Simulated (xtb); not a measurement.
A run for xtb: GFN2-xTB on H3NSTe (SMILES N[Te]S), a point of a torsion scan.

```
$ xtb mol.xyz --gfn 2 --opt vtight --chrg 0 --uhf 0 --input xcontrol
6

N     -1.59566898    -0.10072346     0.14668652
Te     0.10210116    -0.99927209     0.88535284
S      2.09051804    -0.44972186    -0.42847597
H     -1.83665596     0.69964592     0.78809148
H     -1.52858754     0.24450072    -0.82513893
H      2.63380991    -1.64227014    -0.93727010
$constrain
  force constant=1.0
  dihedral: 1,2,3,6,240.0
$end
```

It printed:

```
[...]
           -------------------------------------------------
          |                Calculation Setup                |
           -------------------------------------------------



           -------------------------------------------------
          |                 G F N 2 - x T B                 |
           -------------------------------------------------

        Reference                      10.1021/acs.jctc.8b01176
      * Hamiltonian:
        H0-scaling (s, p, d)           1.850000    2.230000    2.230000
        zeta-weighting                 0.500000
      * Dispersion:
        s8                             2.700000
        a1                             0.520000
        a2                             5.000000
        s9                             5.000000
      * Repulsion:
        kExp                           1.500000    1.000000
        rExp                           1.000000
      * Coulomb:
        alpha                          2.000000
        third order                    shell-resolved
        anisotropic                    true
        a3                             3.000000
        a5                             4.000000
        cn-shift                       1.200000
        cn-exp                         4.000000
        max-rad                        5.000000


          ...................................................
          :                      SETUP                      :
          :.................................................:
          :  # basis functions                  27          :
          :  # atomic orbitals                  25          :
          :  # shells                           11          :
          :  # electrons                        20          :
          :  max. iterations                   250          :
          :  Hamiltonian                  GFN2-xTB          :
          :  restarted?                      false          :
          :  GBSA solvation                  false          :
          :  PC potential                    false          :
          :  electronic temp.          300.0000000     K    :
          :  accuracy                    1.0000000          :
          :  -> integral cutoff          0.2500000E+02      :
          :  -> integral neglect         0.1000000E-07      :
          :  -> SCF convergence          0.1000000E-05 Eh   :
          :  -> wf. convergence          0.1000000E-03 e    :
          :  Broyden damping             0.4000000          :
          :  net charge                          0          :
          :  unpaired electrons                  0          :
          ...................................................

 iter      E             dE          RMSdq      gap      omega  full diag
   1    -10.5935930 -0.105936E+02  0.823E+00    2.30       0.0  T
   2    -10.4022260  0.191367E+00  0.185E+01    2.03       1.0  T
   3    -10.6438899 -0.241664E+00  0.134E+01    2.33       1.0  T
   4    -10.7868727 -0.142983E+00  0.527E+00    2.62       1.0  T
   5    -10.8013405 -0.144679E-01  0.216E+00    2.75       1.0  T
   6    -10.8096115 -0.827098E-02  0.348E-01    2.77       1.0  T
   7    -10.8094435  0.168050E-03  0.306E-01    2.78       1.0  T
   8    -10.8096268 -0.183301E-03  0.654E-02    2.78       1.0  T
   9    -10.8096289 -0.209832E-05  0.453E-02    2.78       1.0  T
  10    -10.8096292 -0.327585E-06  0.816E-03    2.77       5.0  T
  11    -10.8096292  0.239436E-07  0.649E-03    2.78       6.3  T
  12    -10.8096292 -0.452454E-07  0.836E-04    2.77      48.8  T
  13    -10.8096292  0.119442E-10  0.603E-04    2.77      67.7  T

   *** convergence criteria satisfied after 13 iterations ***

         #    Occupation            Energy/Eh            Energy/eV
      -------------------------------------------------------------
         1        2.0000           -0.8486162             -23.0920
       ...           ...                  ...                  ...
         4        2.0000           -0.5274433             -14.3525
         5        2.0000           -0.5038054             -13.7092
         6        2.0000           -0.4903258             -13.3424
         7        2.0000           -0.4385702             -11.9341
         8        2.0000           -0.4263802             -11.6024
         9        2.0000           -0.3956953             -10.7674
        10        2.0000           -0.3642173              -9.9109 (HOMO)
        11                         -0.2622384              -7.1359 (LUMO)
        12                         -0.2178149              -5.9270
        13                         -0.1771445              -4.8203
        14                         -0.0179672              -0.4889
        15                         -0.0097802              -0.2661
       ...                                ...                  ...
        25                          0.6151569              16.7393
      -------------------------------------------------------------
                  HL-Ga
[...]
      -0.0220207              -0.5992
        15                         -0.0130378              -0.3548
       ...                                ...                  ...
        25                          0.7193801              19.5753
      -------------------------------------------------------------
                  HL-Gap            0.1238573 Eh            3.3703 eV
             Fermi-level           -0.3094542 Eh           -8.4207 eV

 SCC (total)                   0 d,  0 h,  0 min,  0.005 sec
 SCC setup                      ...        0 min,  0.000 sec (  2.041%)
 Dispersion                     ...        0 min,  0.000 sec (  0.587%)
 classical contributions        ...        0 min,  0.000 sec (  0.208%)
 integral evaluation            ...        0 min,  0.001 sec ( 25.199%)
 iterations                     ...        0 min,  0.001 sec ( 25.194%)
 molecular gradient             ...        0 min,  0.002 sec ( 43.173%)
 printout                       ...        0 min,  0.000 sec (  3.205%)

         :::::::::::::::::::::::::::::::::::::::::::::::::::::
         ::                     SUMMARY                     ::
         :::::::::::::::::::::::::::::::::::::::::::::::::::::
         :: total energy             -10.784490407693 Eh    ::
         :: gradient norm              0.000028374969 Eh/a0 ::
         :: HOMO-LUMO gap              3.370327469260 eV    ::
         ::.................................................::
         :: SCC energy               -10.839262080904 Eh    ::
         :: -> isotropic ES            0.016557551062 Eh    ::
         :: -> anisotropic ES         -0.000119026764 Eh    ::
         :: -> anisotropic XC          0.004642332776 Eh    ::
         :: -> dispersion             -0.003607225504 Eh    ::
         :: repulsion energy           0.054761871422 Eh    ::
         :: add. restraining           0.000009801790 Eh    ::
         :: total charge              -0.000000000000 e     ::
         :::::::::::::::::::::::::::::::::::::::::::::::::::::

           -------------------------------------------------
          |                Property Printout                |
           -------------------------------------------------

    * Orbital Energies and Occupations

         #    Occupation            Energy/Eh            Energy/eV
      -------------------------------------------------------------
         1        2.0000           -0.8506549             -23.1475
         2        2.0000           -0.7153941             -19.4669
         3        2.0000           -0.6072077             -16.5230
         4        2.0000           -0.5279357             -14.3659
         5        2.0000           -0.5032667             -13.6946
         6        2.0000           -0.4999166             -13.6034
         7        2.0000           -0.4531868             -12.3318
         8        2.0000           -0.4135089             -11.2521
         9        2.0000           -0.3972745             -10.8104
        10        2.0000           -0.3713829             -10.1058 (HOMO)
        11                         -0.2475256              -6.7355 (LUMO)
        12                         -0.2134360              -5.8079
        13                         -0.1577708              -4.2932
        14                         -0.0220207              -0.5992
        15                         -0.0130378              -0.3548
        16                         -0.0053296              -0.1450
        17                          0.0158962               0.4326
        18                          0.0218753               0.5953
        19                          0.0358290               0.9750
        20                          0.0823663               2.2413
        21                          0.1188551               3.2342
       ...                                ...                  ...
        25                          0.7193801              19.5753
      -------------------------------------------------------------
                  HL-Gap            0.1238573 Eh            3.3703 eV
             Fermi-level           -0.3094542 Eh           -8.4207 eV

     #   Z          covCN         q      C6AA      α(0)
     1   7 N        2.560    -0.349    29.000     7.998
     2  52 Te       1.740     0.150   409.839    37.424
     3  16 S        1.818    -0.302   154.152    20.897
     4   1 H        0.863     0.169     1.279     1.771
     5   1 H        0.863     0.168     1.286     1.776
Note: The following floating-point exceptions are signalling: IEEE_UNDERFLOW_FLAG IEEE_DENORMAL
normal termination of xtb
     6   1 H        0.923     0.165     1.297     1.781

 Mol. C6AA /au·bohr⁶  :       1707.639108
 Mol. C8AA /au·bohr⁸  :     107099.579768
 Mol. α(0) /au        :         71.648692


Wiberg/Mayer (AO) data.
largest (>0.10) Wiberg bond orders for each atom

 ---------------------------------------------------------------------------
     #   Z sym  total        # sym  WBO       # sym  WBO       # sym  WBO
 ---------------------------------------------------------------------------
     1   7 N    3.169 --     2 Te   1.182     4 H    0.957     5 H    0.956
     2  52 Te   2.317 --     1 N    1.182     3 S    1.091
     3  16 S    2.120 --     2 Te   1.091     6 H    0.952
     4   1 H    0.971 --     1 N    0.957
     5   1 H    0.972 --     1 N    0.956
     6   1 H    0.973 --     3 S    0.952
 ---------------------------------------------------------------------------

Topologies differ in total number of bonds
Writing topology from bond orders to xtbtopo.mol

molecular dipole:
                 x           y           z       tot (Debye)
 q only:       -0.347      -0.336      -0.051
   full:       -0.268      -0.448      -0.133       1.369
molecular quadrupole (traceless):
                xx          xy          yy          xz          yz          zz
 q only:       -2.861      -2.819       2.430       0.867       0.397       0.431
  q+dip:       -5.830      -4.350       4.785       3.067       1.026       1.045
   full:       -4.974      -4.875       4.246       2.105      -0.351       0.728

           -------------------------------------------------
          |                Geometry Summary                 |
           -------------------------------------------------

      molecular mass/u    :      176.6984393
   center of mass at/Å    :        0.2734257      -0.8374518       0.7177079
  moments of inertia/u·Å² :        0.5953625E+02   0.1714817E+03   0.2257985E+03
rotational constants/cm⁻¹ :        0.2831491E+00   0.9830570E-01   0.7465785E-01

 * 5 selected distances

     #   Z          #   Z                                           value/Å
     1   7 N        2  52 Te                                      2.0270107
     2  52 Te       3  16 S                                       2.4134488 (max)
     1   7 N        4   1 H                                       1.0111294 (min)
     1   7 N        5   1 H                                       1.0117054
     3  16 S        6   1 H                                       1.3256926

 * 4 distinct bonds (by element types)

   Z      Z             #   av. dist./Å        max./Å        min./Å
   1 H    7 N           2     1.0114174     1.0117054     1.0111294
   1 H   16 S           1     1.3256926     1.3256926     1.3256926
   7 N   52 Te          1     2.0270107     2.0270107     2.0270107
  16 S   52 Te          1     2.4134488     2.4134488     2.4134488


optimized geometry written to: xtbopt.xyz


           -------------------------------------------------
          | TOTAL ENERGY              -10.784490407693 Eh   |
          | GRADIENT NORM               0.000028374969 Eh/α |
          | HOMO-LUMO GAP               3.370327469260 eV   |
           -------------------------------------------------

------------------------------------------------------------------------
------------------------------------------------------------------------
 total:
 SCF:
 ANC optimizer:
```

The run finished.

Warnings raised: the energy holds the restraint's term.

Cost: about 0.20 core-seconds (a rough figure).
